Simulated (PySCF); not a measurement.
Isomers of C11H9N. Method: PBE0-D3(BJ)/def2-SVP geometry optimisation, gas phase in PySCF 2.14.0. One conformer each; no zero-point energy, no entropy. No frequencies were run at this level. Point groups hold within 0.08 Å.

**Question.** Rank from lowest to highest electronic energy at this level (kcal/mol).
A. `[cH:1]1[cH:2][cH:3][c:4](-[c:5]2[cH:6][cH:7][n:8][cH:9][cH:10]2)[cH:11][cH:12]1` with C3–C4–C5–C6 -144°
B. `[cH:1]1[cH:2][cH:3][c:4](-[c:5]2[cH:6][cH:7][cH:8][n:9][cH:10]2)[cH:11][cH:12]1` with C3–C4–C5–C6 -142°

**Answer.** A (0.0), B (0.3).

Neighbours under 2.5 kcal/mol apart (c1ccc(-c2ccncc2)cc1 and c1ccc(-c2cccnc2)cc1) can change places with a better method, another conformer or zero-point energy.

| SMILES | E (Eh) | E rel (kcal/mol) | dipole (D) | point group | A, B, C (MHz) |
| --- | --- | --- | --- | --- | --- |
| c1ccc(-c2ccncc2)cc1 | -478.45629 | 0.0 | 2.69 | C2 | 2948, 546.0, 474.9 |
| c1ccc(-c2cccnc2)cc1 | -478.45584 | 0.3 | 2.26 | C1 | 2907, 551.5, 480.1 |
